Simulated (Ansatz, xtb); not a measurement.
Two isomers of C5H7FN2

We compare a, `Cc1cnc(F)n1C`, a singlet, with b, `CCn1ccnc1F`, a singlet. Both are isolated molecules in the gas phase, relaxed with PBE-D3(BJ)/def2-SVP; the shapes shown needn't be the lowest conformers.

a (Å):

```xyz
15

C    -1.2083    1.0421   -0.2149
C     0.1138    0.3816   -0.4023
C     0.6965   -0.2668   -1.4801
C     2.1378   -0.3576    0.0669
C     0.9739    0.8432    1.9587
F     3.2227   -0.5779    0.8083
N     1.9669   -0.7255   -1.1708
N     1.0761    0.3153    0.6147
H    -1.7942    0.9678   -1.1503
H    -1.1137    2.1215    0.0348
H    -1.8093    0.5709    0.5933
H     0.2568   -0.4261   -2.4728
H     0.8238    1.9422    1.9464
H     1.9127    0.6207    2.4976
H     0.1304    0.3775    2.5086
```

b (Å):

```xyz
15

C    -0.2794    0.9712   -1.5392
C    -0.6325    0.9026   -0.0540
C     0.8301   -0.8643    1.0912
C     2.0002   -0.7664    1.8225
C     1.4627    1.2210    1.3261
F     1.4075    2.5433    1.1800
N     0.4764    0.4472    0.7762
N     2.3873    0.5560    1.9628
H    -1.1538    1.3120   -2.1287
H     0.5514    1.6836   -1.7123
H     0.0314   -0.0213   -1.9218
H    -1.4851    0.2161    0.1227
H    -0.9382    1.9000    0.3206
H     0.2153   -1.7143    0.7767
H     2.5867   -1.5812    2.2647
```

Quicker runs give these differences E(b) − E(a): GFN2-xTB +2.96 kcal/mol; HF/STO-3G +3.17 kcal/mol (at GFN2-xTB geometries); r2SCAN-D4/def2-SVP +2.91 kcal/mol (at GFN2-xTB geometries).

Q: Estimate E(b) − E(a) at the level CCSD(T)/def2-SVP + ΔMP2/def2-TZVPP.

A: Too close to call at this level: CCSD(T)/def2-SVP + ΔMP2/def2-TZVPP gives E(b) − E(a) = +1.58 kcal/mol.

Level by level:

```json
{"level": "GFN2-xTB", "geometry": "GFN2-xTB", "E(b) − E(a) (kcal/mol)": "+2.96", "departure from the last row (kcal/mol)": "+1.38", "job, with rough time for the two": "optimisation, 0.084 s"}
{"level": "HF/STO-3G", "geometry": "GFN2-xTB", "E(b) − E(a) (kcal/mol)": "+3.17", "departure from the last row (kcal/mol)": "+1.58", "job, with rough time for the two": "single point, 0.32 s"}
{"level": "r2SCAN-D4/def2-SVP", "geometry": "GFN2-xTB", "E(b) − E(a) (kcal/mol)": "+2.91", "departure from the last row (kcal/mol)": "+1.32", "job, with rough time for the two": "single point, 3.3 s"}
{"level": "PBE-D3(BJ)/def2-SVP", "geometry": "PBE-D3(BJ)/def2-SVP", "E(b) − E(a) (kcal/mol)": "+2.87", "departure from the last row (kcal/mol)": "+1.28", "job, with rough time for the two": "optimisation, 16 s"}
{"level": "HF/def2-SVP", "geometry": "PBE-D3(BJ)/def2-SVP", "E(b) − E(a) (kcal/mol)": "+1.81", "departure from the last row (kcal/mol)": "+0.22", "job, with rough time for the two": "part of the CCSD(T) run"}
{"level": "MP2/def2-SVP", "geometry": "PBE-D3(BJ)/def2-SVP", "E(b) − E(a) (kcal/mol)": "+2.25", "departure from the last row (kcal/mol)": "+0.66", "job, with rough time for the two": "part of the CCSD(T) run"}
{"level": "CCSD(T)/def2-SVP", "geometry": "PBE-D3(BJ)/def2-SVP", "E(b) − E(a) (kcal/mol)": "+1.92", "departure from the last row (kcal/mol)": "+0.33", "job, with rough time for the two": "single point"}
{"level": "CCSD(T)/def2-SVP + ΔMP2/def2-TZVPP", "geometry": "PBE-D3(BJ)/def2-SVP", "E(b) − E(a) (kcal/mol)": "+1.58", "departure from the last row (kcal/mol)": "", "job, with rough time for the two": "single point, 84 s"}
```

As drawn, both hold the same kinds of bond in the same numbers. Structure a has 2 methyl groups, b 1.

The largest departure from CCSD(T)/def2-SVP + ΔMP2/def2-TZVPP is that of HF/STO-3G, 1.58 kcal/mol. The last row adds to CCSD(T) the change of the MP2 difference between the two basis sets, here −0.33 kcal/mol.

With thermal terms from frequencies at re-optimised GFN2-xTB minima (ideal gas, soft modes damped towards free rotors, one conformer each, 298.15 K, 1 atm): the zero-point term adds +0.54 kcal/mol; ΔH is +1.86 and ΔG +2.28 kcal/mol.

The correlated steps freeze 8 core orbitals. Run with Ansatz 0.2.0, xtb 6.7.1; the last row on 4 threads of Arm Neoverse V2 on a shared host.
